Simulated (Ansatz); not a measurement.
Se(OH)(GeH3) (GeH₄OSe), SMILES O[Se][GeH3].

The structure is a stationary point at PBE-D3(BJ)/def2-SVP. This is a generated structure with no PubChem entry under its InChIKey; it may be hypothetical. Other conformers were not sampled.

Two levels are set side by side: PBE/def2-SVPD (Ansatz, a quantum-chemistry and plane-wave program) and PBE0/def2-SVPD (Ansatz). Energy differences of separate SCF runs at the same geometry; the states with an electron removed or added have multiplicity 2 and 2. Differences are taken from unrounded values.

```csv
quantity,PBE0
vertical ionisation energy (eV),9.04
vertical singlet–triplet gap (eV),2.85
```

Problem. What does PBE give, and how far is it from PBE0? (The exact figures need the calculation; the answer reports its results.)

Solution. 
```csv
quantity,PBE,PBE minus PBE0
vertical ionisation energy (eV),8.90,-0.14
vertical singlet–triplet gap (eV),2.80,-0.05
```

Here PBE gives about what the other level gives.
